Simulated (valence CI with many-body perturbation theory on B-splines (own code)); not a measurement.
## Ag³⁹⁺: calculated level list

Level of theory: configuration interaction combined with many-body perturbation theory (CI+MBPT): six valence electrons over a frozen Dirac-Fock core [He], radial functions for each j: 9 s, 9 p, 8 d, 6 f, 3 g, 1 h, with the one-electron correlation potential Σ1, the two-electron term Σ2, the three-electron term Σ3, Breit, model QED; selected CI, second order for the rest, scaled by the run's own slope (own B-spline code, finite nucleus).

No measured spectrum was set against this ion. As an estimate, large intervals hold to a few tenths of a per cent, small ones and those within an open d or f shell to about a per cent. Among the levels kept, up to 2200 cm⁻¹ of a level comes from second order outside the variational space, and about a tenth of that is noise between levels of different J, which matters for small intervals.

Levels 1 to 45 of 72, with energies above the lowest level, (2s^2 2p1/2^2 2p3/2^2) J=2. "Leading %" is the weight of the configuration and term that name the level; weights of strongly mixed levels are sums over their largest components and can fall short, and the name can then belong to a minority configuration. In the jj column 3d3/2^4 stands for four electrons in 3d with j = 3/2. Lifetimes count E1, E2, E3, M1 and M2 decay at the calculated energies, and are blank where another channel may lead or the interval is too uncertain; long ones can be off by a factor of two.

| No. | Configuration | Term | J | E (eV) | Leading % | Leading jj | Lifetime |
| --- | --- | --- | --- | --- | --- | --- | --- |
| 1 | 2s²2p⁴ | ³P | 2 | 0.0 | 72 | 2s^2 2p1/2^2 2p3/2^2 (100 %) |  |
| 2 | 2s²2p⁴ | ¹S | 0 | 30.8 | 59 | 2s^2 2p1/2^2 2p3/2^2 (99 %) | 52.4 ms |
| 3 | 2s²2p⁴ | ³P | 1 | 178.5 | 100 | 2s^2 2p1/2 2p3/2^3 (100 %) | 16.6 ns |
| 4 | 2s²2p⁴ | ¹D | 2 | 193.7 | 72 | 2s^2 2p1/2 2p3/2^3 (100 %) | 32.7 ns |
| 5 | 2s²2p⁴ | ³P | 0 | 383.7 | 59 | 2s^2 2p3/2^4 (99 %) | 6.98 ns |
| 6 | 2s2p⁵ | ³P° | 2 | 395.5 | 100 | 2s 2p1/2^2 2p3/2^3 (100 %) | 2.91 ps |
| 7 | 2s2p⁵ | ³P° | 1 | 437.8 | 53 | 2s 2p1/2^2 2p3/2^3 (96 %) | 1.23 ps |
| 8 | 2s2p⁵ | ³P° | 0 | 580.7 | 100 | 2s 2p1/2 2p3/2^4 (100 %) | 1.68 ps |
| 9 | 2s2p⁵ | ¹P° | 1 | 611.0 | 53 | 2s 2p1/2 2p3/2^4 (96 %) | 1.16 ps |
| 10 | 2p⁶ | ¹S | 0 | 863.4 | 99 | 2p1/2^2 2p3/2^4 (99 %) | 756 fs |
| 11 | 2s²2p³3s | ³P° | 2 | 3289.8 | 44 | 2s^2 2p1/2^2 2p3/2 3s (98 %) | 80.6 fs |
| 12 | 2s²2p³3s | ³S° | 1 | 3295.7 | 29 | 2s^2 2p1/2^2 2p3/2 3s (99 %) | 30.2 fs |
| 13 | 2s²2p³3p | ³P | 1 | 3352.9 | 29 | 2s^2 2p1/2^2 2p3/2 3p1/2 (98 %) | 7.56 ps |
| 14 | 2s²2p³3p | ³D | 2 | 3354.6 | 24 | 2s^2 2p1/2^2 2p3/2 3p1/2 (98 %) | 6.11 ps |
| 15 | 2s²2p³3p | ³D | 3 | 3404.4 | 45 | 2s^2 2p1/2^2 2p3/2 3p3/2 (98 %) | 7.39 ps |
| 16 | 2s²2p³3p | ³P | 1 | 3404.6 | 38 | 2s^2 2p1/2^2 2p3/2 3p3/2 (98 %) | 5.39 ps |
| 17 | 2s²2p³3p | ³P | 2 | 3419.6 | 39 | 2s^2 2p1/2^2 2p3/2 3p3/2 (96 %) | 6.76 ps |
| 18 | 2s²2p³3p | ³P | 0 | 3433.8 | 77 | 2s^2 2p1/2^2 2p3/2 3p3/2 (97 %) | 1.73 ps |
| 19 | 2s²2p³3s | ⁵S° | 2 | 3456.8 | 51 | 2s^2 2p1/2 2p3/2^2 3s (98 %) | 69.1 fs |
| 20 | 2s²2p³3s | ³S° | 1 | 3463.6 | 53 | 2s^2 2p1/2 2p3/2^2 3s (99 %) | 27.0 fs |
| 21 | 2s²2p³3s | ³D° | 3 | 3474.7 | 93 | 2s^2 2p1/2 2p3/2^2 3s (93 %) | 31.8 fs |
| 22 | 2s²2p³3d | ³D° | 2 | 3474.8 | 31 | 2s^2 2p1/2^2 2p3/2 3d3/2 (93 %) | 211 fs |
| 23 | 2s²2p³3d | ³D° | 3 | 3479.2 | 24 | 2s^2 2p1/2^2 2p3/2 3d3/2 (86 %) | 1.56 ps |
| 24 | 2s²2p³3s | ¹D° | 2 | 3480.2 | 62 | 2s^2 2p1/2 2p3/2^2 3s (96 %) | 24.9 fs |
| 25 | 2s²2p³3d | ⁵D° | 1 | 3481.3 | 32 | 2s^2 2p1/2^2 2p3/2 3d3/2 (97 %) | 21.2 fs |
| 26 | 2s²2p³3d | ³P° | 0 | 3481.7 | 56 | 2s^2 2p1/2^2 2p3/2 3d3/2 (98 %) | 8.14 ps |
| 27 | 2s²2p³3d | ³F° | 4 | 3490.3 | 46 | 2s^2 2p1/2^2 2p3/2 3d5/2 (98 %) | 57.2 ps |
| 28 | 2s²2p³3d | ³D° | 2 | 3497.2 | 34 | 2s^2 2p1/2^2 2p3/2 3d5/2 (94 %) | 8.22 fs |
| 29 | 2s²2p³3s | ³P° | 0 | 3500.8 | 99 | 2s^2 2p1/2 2p3/2^2 3s (99 %) | 66.5 fs |
| 30 | 2s²2p³3s | ³P° | 1 | 3501.9 | 60 | 2s^2 2p1/2 2p3/2^2 3s (90 %) | 16.8 fs |
| 31 | 2s²2p³3d | ³D° | 3 | 3508.4 | 42 | 2s^2 2p1/2^2 2p3/2 3d5/2 (87 %) | 3.75 fs |
| 32 | 2s²2p³3d | ³D° | 1 | 3513.7 | 35 | 2s^2 2p1/2^2 2p3/2 3d5/2 (87 %) | 6.41 fs |
| 33 | 2s²2p³3p | ⁵P | 1 | 3518.8 | 43 | 2s^2 2p1/2 2p3/2^2 3p1/2 (98 %) | 12.7 ps |
| 34 | 2s²2p³3p | ³F | 2 | 3525.4 | 33 | 2s^2 2p1/2 2p3/2^2 3p1/2 (98 %) | 11.9 ps |
| 35 | 2s²2p³3p | ³F | 3 | 3539.0 | 43 | 2s^2 2p1/2 2p3/2^2 3p1/2 (99 %) | 8.42 ps |
| 36 | 2s²2p³3p | ³P | 2 | 3557.9 | 57 | 2s^2 2p1/2 2p3/2^2 3p1/2 (97 %) | 1.59 ps |
| 37 | 2s²2p³3p | ³D | 1 | 3561.4 | 69 | 2s^2 2p1/2 2p3/2^2 3p1/2 (92 %) | 5.28 ps |
| 38 | 2s²2p³3p | ⁵P | 3 | 3570.2 | 51 | 2s^2 2p1/2 2p3/2^2 3p3/2 (96 %) | 5.29 ps |
| 39 | 2s²2p³3p | ³P | 0 | 3571.2 | 94 | 2s^2 2p1/2 2p3/2^2 3p3/2 (91 %) | 4.34 ps |
| 40 | 2s²2p³3p | ³P | 2 | 3571.4 | 37 | 2s^2 2p1/2 2p3/2^2 3p3/2 (97 %) | 4.58 ps |
| 41 | 2s²2p³3p | ¹P | 1 | 3585.0 | 43 | 2s^2 2p1/2 2p3/2^2 3p3/2 (91 %) | 5.52 ps |
| 42 | 2s²2p³3p | ³D | 3 | 3588.4 | 64 | 2s^2 2p1/2 2p3/2^2 3p3/2 (98 %) | 5.87 ps |
| 43 | 2s²2p³3p | ³P | 0 | 3589.6 | 67 | 2s^2 2p1/2 2p3/2^2 3p1/2 (92 %) | 2.16 ps |
| 44 | 2s²2p³3p | ³F | 4 | 3590.0 | 100 | 2s^2 2p1/2 2p3/2^2 3p3/2 (100 %) | 7.42 ps |
| 45 | 2s²2p³3p | ³P | 1 | 3603.0 | 74 | 2s^2 2p1/2 2p3/2^2 3p3/2 (97 %) | 1.01 ps |

The ionisation energy to 2s²2p³ ²P°3/2 of the next ion comes out as 5963.2 eV (NIST: 5966 ± 12 eV (semi-empirical)). All 72 levels together are meant to be complete up to 3700.2 eV.
